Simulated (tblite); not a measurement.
A geometry optimisation, step by step.

C₁₀H₉FO.
SMILES with atom numbers: `[CH3:1]/[CH:2]=[C:3](\[C:4](=[O:5])[F:6])[c:7]1[cH:8][cH:9][cH:10][cH:11][cH:12]1` (hydrogens: H13, H14, H15 on C1; H16 on C2; H17 on C8; H18 on C9; H19 on C10; H20 on C11; H21 on C12)

Computed with GFN2-xTB (tblite), gas phase: L-BFGS steps from a force-field or distance-geometry start until the largest atomic force falls under 0.01 eV/Å. 9 of its 83 geometries are shown.

Step 0: E = -945.8791 eV, largest atomic force 2.254 eV/Å
```
atom  x, y, z in Å  |  force x, y, z in eV/Å
C1     -3.080    0.983   -0.955   -0.439   0.415   0.539
C2     -1.642    0.842   -0.634    0.211  -0.929   0.494
C3     -0.983   -0.268   -0.183   -1.021   0.229  -0.421
C4     -1.656   -1.587   -0.035   -2.061   0.251  -0.877
O5     -2.783   -1.890   -0.385    1.783   0.755   0.491
F6     -0.942   -2.567    0.552    0.566   0.251   0.130
C7      0.451   -0.151    0.107    0.948  -0.031   0.625
C8      0.909    0.646    1.177    0.067  -0.262  -0.394
C9      2.273    0.737    1.450   -0.478  -0.052  -0.158
C10     3.186    0.045    0.672    0.109  -0.245  -0.340
C11     2.747   -0.749   -0.392   -0.241   0.279   0.350
C12     1.382   -0.851   -0.668    0.530   0.214   0.339
H13    -3.258    0.833   -2.015    0.002  -0.135  -0.109
H14    -3.408    2.002   -0.710    0.171  -0.099  -0.187
H15    -3.735    0.320   -0.383    0.329  -0.222  -0.249
H16    -1.067    1.756   -0.748    0.084  -0.196   0.040
H17     0.198    1.190    1.799    0.151  -0.207  -0.248
H18     2.611    1.352    2.275   -0.027  -0.073  -0.090
H19     4.253    0.125    0.890   -0.358  -0.064  -0.095
H20     3.475   -1.287   -0.993   -0.229   0.108   0.100
H21     1.059   -1.464   -1.498   -0.096   0.013   0.062
```

Step 10: E = -946.0457 eV, largest atomic force 0.120 eV/Å
```
atom  x, y, z in Å  |  force x, y, z in eV/Å
C1     -3.086    0.985   -0.932    0.019   0.030  -0.018
C2     -1.648    0.845   -0.608    0.044   0.008   0.035
C3     -0.994   -0.256   -0.196    0.045   0.031  -0.038
C4     -1.676   -1.537   -0.060   -0.014  -0.029   0.017
O5     -2.773   -1.856   -0.383    0.072  -0.003   0.033
F6     -0.878   -2.474    0.544   -0.012  -0.004  -0.013
C7      0.456   -0.175    0.118    0.061  -0.028   0.027
C8      0.902    0.625    1.167    0.023  -0.006  -0.077
C9      2.257    0.728    1.439   -0.045   0.004   0.023
C10     3.181    0.041    0.667   -0.054  -0.024  -0.011
C11     2.740   -0.750   -0.382   -0.020   0.006   0.044
C12     1.386   -0.866   -0.652    0.054   0.027  -0.023
H13    -3.240    0.812   -1.998    0.021  -0.020  -0.032
H14    -3.404    2.003   -0.717   -0.086   0.011   0.020
H15    -3.709    0.271   -0.399    0.079   0.006   0.008
H16    -1.044    1.737   -0.721   -0.061   0.072   0.023
H17     0.183    1.166    1.768    0.034  -0.039  -0.028
H18     2.591    1.349    2.259   -0.017  -0.030  -0.035
H19     4.239    0.122    0.885   -0.113  -0.002  -0.041
H20     3.456   -1.280   -0.995   -0.030  -0.007   0.012
H21     1.051   -1.474   -1.482    0.002  -0.002   0.072
```

Step 20: E = -946.0551 eV, largest atomic force 0.047 eV/Å
```
atom  x, y, z in Å  |  force x, y, z in eV/Å
C1     -3.080    0.988   -0.931    0.007  -0.011   0.001
C2     -1.643    0.870   -0.596    0.017  -0.012   0.018
C3     -0.987   -0.240   -0.212   -0.008  -0.001   0.005
C4     -1.663   -1.525   -0.066    0.007   0.005   0.001
O5     -2.763   -1.853   -0.371    0.017  -0.002  -0.001
F6     -0.856   -2.454    0.540   -0.019   0.026  -0.029
C7      0.459   -0.174    0.107   -0.012   0.002  -0.006
C8      0.897    0.625    1.156    0.005   0.001  -0.027
C9      2.248    0.725    1.436   -0.013   0.009   0.001
C10     3.169    0.037    0.664   -0.001  -0.004   0.003
C11     2.736   -0.762   -0.380   -0.006  -0.009   0.000
C12     1.385   -0.878   -0.655    0.001   0.018   0.006
H13    -3.216    0.806   -1.998   -0.016  -0.009  -0.010
H14    -3.439    1.993   -0.718   -0.009  -0.017   0.015
H15    -3.672    0.250   -0.397   -0.042   0.006  -0.020
H16    -1.057    1.778   -0.686    0.001   0.010   0.021
H17     0.172    1.158    1.755    0.028   0.004  -0.017
H18     2.580    1.344    2.256    0.016   0.006   0.016
H19     4.224    0.123    0.878    0.004  -0.003  -0.003
H20     3.453   -1.293   -0.987    0.012  -0.029   0.003
H21     1.045   -1.501   -1.470    0.012   0.012   0.023
```

Step 31: E = -946.0592 eV, largest atomic force 0.059 eV/Å
```
atom  x, y, z in Å  |  force x, y, z in eV/Å
C1     -3.098    0.981   -0.930    0.019  -0.027   0.015
C2     -1.662    0.880   -0.572   -0.007   0.025   0.001
C3     -0.982   -0.226   -0.218   -0.024   0.004   0.011
C4     -1.649   -1.517   -0.088   -0.006   0.003  -0.013
O5     -2.750   -1.844   -0.386   -0.008  -0.025  -0.022
F6     -0.838   -2.448    0.506    0.014  -0.012  -0.009
C7      0.465   -0.157    0.097   -0.030   0.002  -0.006
C8      0.910    0.648    1.139   -0.006  -0.002  -0.008
C9      2.260    0.731    1.427   -0.002   0.013  -0.001
C10     3.178    0.027    0.667   -0.016  -0.004   0.007
C11     2.737   -0.781   -0.368    0.011  -0.011  -0.001
C12     1.387   -0.882   -0.649   -0.005   0.006   0.016
H13    -3.211    0.803   -2.001   -0.001   0.048   0.027
H14    -3.478    1.977   -0.705    0.018  -0.046  -0.033
H15    -3.695    0.228   -0.422    0.013  -0.003   0.021
H16    -1.097    1.804   -0.624    0.005   0.009  -0.010
H17     0.190    1.195    1.731    0.016   0.003  -0.009
H18     2.593    1.345    2.251    0.020   0.030  -0.005
H19     4.234    0.108    0.881   -0.016  -0.025   0.008
H20     3.449   -1.340   -0.957    0.015  -0.003  -0.014
H21     1.049   -1.516   -1.457   -0.010   0.016   0.025
```

Step 41: E = -946.0647 eV, largest atomic force 0.055 eV/Å
```
atom  x, y, z in Å  |  force x, y, z in eV/Å
C1     -3.114    0.969   -0.915   -0.003  -0.009   0.009
C2     -1.681    0.896   -0.537   -0.021   0.021  -0.019
C3     -0.984   -0.208   -0.209   -0.003   0.014  -0.021
C4     -1.630   -1.516   -0.134    0.021  -0.005  -0.006
O5     -2.721   -1.860   -0.454    0.010   0.033  -0.024
F6     -0.804   -2.452    0.430    0.017  -0.048   0.022
C7      0.463   -0.137    0.106   -0.005   0.021  -0.027
C8      0.926    0.694    1.120   -0.001  -0.011   0.003
C9      2.278    0.755    1.408   -0.005   0.002   0.011
C10     3.182   -0.001    0.681   -0.015   0.030  -0.011
C11     2.728   -0.814   -0.344    0.003  -0.007   0.016
C12     1.377   -0.889   -0.628    0.003  -0.009   0.011
H13    -3.204    0.820   -1.993   -0.001   0.011   0.030
H14    -3.528    1.947   -0.677    0.031  -0.022   0.004
H15    -3.699    0.188   -0.435    0.005   0.001   0.002
H16    -1.142    1.835   -0.562    0.033  -0.019   0.008
H17     0.219    1.274    1.696    0.008   0.005  -0.011
H18     2.628    1.394    2.206   -0.009   0.004   0.007
H19     4.237    0.045    0.912   -0.032   0.006  -0.014
H20     3.434   -1.394   -0.921   -0.031  -0.019  -0.002
H21     1.027   -1.528   -1.425   -0.004   0.002   0.009
```

Step 51: E = -946.0674 eV, largest atomic force 0.033 eV/Å
```
atom  x, y, z in Å  |  force x, y, z in eV/Å
C1     -3.116    0.963   -0.900   -0.017   0.011   0.000
C2     -1.685    0.899   -0.525   -0.006   0.013  -0.005
C3     -0.979   -0.203   -0.212   -0.014   0.001  -0.002
C4     -1.611   -1.518   -0.165   -0.022  -0.021   0.003
O5     -2.695   -1.861   -0.508   -0.015  -0.007  -0.029
F6     -0.792   -2.460    0.399    0.012  -0.006   0.013
C7      0.463   -0.124    0.105    0.006   0.008  -0.018
C8      0.929    0.721    1.107    0.009  -0.028   0.009
C9      2.280    0.772    1.398    0.005  -0.004  -0.003
C10     3.177   -0.006    0.684    0.003   0.019  -0.013
C11     2.720   -0.832   -0.329    0.008   0.000   0.012
C12     1.369   -0.894   -0.616    0.010  -0.021   0.020
H13    -3.208    0.832   -1.980   -0.002  -0.004  -0.003
H14    -3.537    1.933   -0.648    0.001   0.018   0.021
H15    -3.693    0.169   -0.433   -0.002  -0.001   0.006
H16    -1.148    1.840   -0.532    0.004   0.019  -0.002
H17     0.227    1.316    1.674    0.007  -0.008  -0.018
H18     2.634    1.416    2.190    0.000  -0.003  -0.017
H19     4.231    0.032    0.916   -0.012   0.005   0.001
H20     3.413   -1.436   -0.896    0.014   0.013   0.018
H21     1.011   -1.541   -1.405    0.010  -0.002   0.009
```

Step 62: E = -946.0726 eV, largest atomic force 0.049 eV/Å
```
atom  x, y, z in Å  |  force x, y, z in eV/Å
C1     -3.130    0.975   -0.849    0.003  -0.005  -0.013
C2     -1.690    0.905   -0.505    0.015  -0.030  -0.003
C3     -0.975   -0.203   -0.236    0.014  -0.027   0.018
C4     -1.594   -1.527   -0.250   -0.015  -0.003   0.028
O5     -2.640   -1.881   -0.685   -0.021   0.023  -0.013
F6     -0.808   -2.466    0.369   -0.025   0.015  -0.009
C7      0.464   -0.132    0.096    0.010   0.035  -0.029
C8      0.930    0.745    1.070   -0.002   0.000  -0.005
C9      2.279    0.805    1.367   -0.008   0.012  -0.004
C10     3.177    0.001    0.688    0.012  -0.001  -0.010
C11     2.721   -0.872   -0.285    0.008  -0.008  -0.006
C12     1.373   -0.942   -0.581    0.014   0.002   0.009
H13    -3.247    0.886   -1.929    0.014  -0.002  -0.047
H14    -3.552    1.931   -0.550    0.007   0.017   0.035
H15    -3.694    0.161   -0.404    0.002  -0.021   0.025
H16    -1.157    1.849   -0.490   -0.014   0.007   0.020
H17     0.230    1.369    1.607   -0.021  -0.017  -0.004
H18     2.633    1.478    2.135   -0.019   0.025  -0.004
H19     4.231    0.056    0.913    0.007  -0.017   0.022
H20     3.419   -1.504   -0.811    0.014  -0.010  -0.033
H21     1.022   -1.618   -1.347    0.006   0.006   0.025
```

Step 72: E = -946.0752 eV, largest atomic force 0.022 eV/Å
```
atom  x, y, z in Å  |  force x, y, z in eV/Å
C1     -3.133    0.975   -0.827    0.010  -0.001   0.001
C2     -1.690    0.903   -0.493    0.011  -0.009   0.005
C3     -0.970   -0.207   -0.247    0.012  -0.016   0.008
C4     -1.594   -1.528   -0.288    0.008   0.012   0.013
O5     -2.627   -1.870   -0.761   -0.019  -0.004   0.000
F6     -0.836   -2.473    0.355   -0.016   0.003  -0.010
C7      0.469   -0.136    0.086   -0.008   0.006  -0.008
C8      0.931    0.760    1.045   -0.006  -0.001   0.003
C9      2.279    0.827    1.346   -0.007   0.001   0.005
C10     3.181    0.006    0.690   -0.005  -0.008   0.000
C11     2.729   -0.886   -0.268   -0.014  -0.010  -0.005
C12     1.381   -0.960   -0.567   -0.015  -0.004  -0.002
H13    -3.257    0.912   -1.909    0.007   0.007  -0.015
H14    -3.550    1.923   -0.497   -0.016   0.006   0.006
H15    -3.691    0.149   -0.395    0.000  -0.012   0.005
H16    -1.168    1.852   -0.455    0.012  -0.008   0.006
H17     0.225    1.385    1.573    0.006   0.011  -0.009
H18     2.625    1.518    2.100    0.009   0.010   0.006
H19     4.233    0.055    0.930    0.003   0.012  -0.001
H20     3.424   -1.531   -0.783    0.017   0.004   0.006
H21     1.032   -1.657   -1.314    0.010   0.001  -0.015
```

Step 82: E = -946.0759 eV, largest atomic force 0.010 eV/Å
```
atom  x, y, z in Å  |  force x, y, z in eV/Å
C1     -3.131    0.975   -0.820    0.005   0.001   0.000
C2     -1.689    0.902   -0.485    0.001   0.000  -0.003
C3     -0.969   -0.211   -0.248    0.005  -0.005   0.003
C4     -1.599   -1.529   -0.297    0.005   0.004   0.004
O5     -2.633   -1.863   -0.775   -0.004  -0.008   0.004
F6     -0.851   -2.480    0.347    0.001  -0.001  -0.007
C7      0.469   -0.140    0.084   -0.004   0.001  -0.003
C8      0.930    0.764    1.037    0.000  -0.001   0.001
C9      2.277    0.833    1.340    0.001   0.002   0.001
C10     3.180    0.006    0.693    0.001   0.001  -0.004
C11     2.730   -0.891   -0.261   -0.005  -0.002  -0.003
C12     1.383   -0.967   -0.563   -0.006  -0.002  -0.003
H13    -3.252    0.924   -1.903    0.001   0.008  -0.001
H14    -3.554    1.917   -0.479    0.002   0.003   0.003
H15    -3.686    0.141   -0.399   -0.004  -0.001  -0.004
H16    -1.164    1.849   -0.440   -0.003   0.000   0.000
H17     0.225    1.398    1.554    0.001  -0.003   0.001
H18     2.623    1.531    2.088    0.000   0.007   0.004
H19     4.232    0.059    0.932    0.002   0.005   0.004
H20     3.430   -1.536   -0.771    0.000  -0.001   0.001
H21     1.038   -1.664   -1.313    0.000  -0.007   0.001
```

Problem. Summarise the path.

Solution. The energy falls by 18.99 kJ/mol from step 0 to step 82; nine tenths of that is first reached at step 23. It falls at every step. The largest force goes from 2.254 to 0.010 eV/Å. Among the bonds C4=O5 changes most, from 1.218 to 1.187 Å; the atoms move by 0.229 Å rms after alignment.

Problem. Follow the three bonds and two angles with the largest change from start to end.

Solution. 
| step | E above end (kJ/mol) | largest force (eV/Å) | C4=O5 (Å) | C3–C4 (Å) | C4–F6 (Å) | H14–C1–H15 (°) | C3–C4–F6 (°) |
| --- | --- | --- | --- | --- | --- | --- | --- |
| 0 | 18.99 | 2.254 | 1.218 | 1.489 | 1.348 | 105.5 | 116.6 |
| 4 | 5.01 | 0.337 | 1.190 | 1.466 | 1.377 | 109.2 | 113.5 |
| 7 | 3.61 | 0.159 | 1.187 | 1.459 | 1.366 | 110.7 | 112.2 |
| 11 | 2.69 | 0.112 | 1.188 | 1.459 | 1.373 | 110.3 | 111.5 |
| 14 | 2.25 | 0.070 | 1.187 | 1.459 | 1.370 | 109.9 | 111.5 |
| 18 | 2.06 | 0.039 | 1.188 | 1.458 | 1.371 | 110.3 | 111.6 |
| 21 | 1.98 | 0.052 | 1.188 | 1.460 | 1.371 | 110.6 | 111.6 |
| 25 | 1.82 | 0.039 | 1.188 | 1.459 | 1.370 | 110.3 | 111.5 |
| 29 | 1.69 | 0.055 | 1.188 | 1.460 | 1.372 | 110.1 | 111.5 |
| 32 | 1.56 | 0.058 | 1.187 | 1.458 | 1.369 | 110.2 | 111.9 |
| 36 | 1.37 | 0.059 | 1.188 | 1.460 | 1.372 | 110.3 | 111.8 |
| 39 | 1.19 | 0.060 | 1.188 | 1.462 | 1.371 | 110.2 | 111.4 |
| 43 | 1.01 | 0.042 | 1.188 | 1.460 | 1.370 | 110.2 | 111.8 |
| 46 | 0.92 | 0.040 | 1.188 | 1.461 | 1.371 | 110.3 | 111.9 |
| 50 | 0.84 | 0.031 | 1.188 | 1.460 | 1.370 | 110.3 | 111.9 |
| 53 | 0.76 | 0.048 | 1.188 | 1.460 | 1.371 | 110.3 | 111.9 |
| 57 | 0.61 | 0.053 | 1.188 | 1.462 | 1.370 | 110.4 | 111.8 |
| 61 | 0.36 | 0.046 | 1.187 | 1.462 | 1.371 | 110.3 | 111.9 |
| 64 | 0.23 | 0.054 | 1.187 | 1.461 | 1.372 | 110.1 | 111.8 |
| 68 | 0.13 | 0.035 | 1.187 | 1.461 | 1.370 | 110.0 | 111.9 |
| 71 | 0.08 | 0.022 | 1.187 | 1.462 | 1.371 | 110.2 | 112.0 |
| 75 | 0.03 | 0.026 | 1.187 | 1.461 | 1.371 | 110.2 | 112.0 |
| 78 | 0.01 | 0.011 | 1.187 | 1.461 | 1.370 | 110.2 | 112.0 |
| 82 | 0.00 | 0.010 | 1.187 | 1.462 | 1.371 | 110.1 | 112.0 |

The cost below is that of the whole relaxation. The run took 0.73 s wall on one thread, Arm Neoverse V1 (aarch64), shared host.
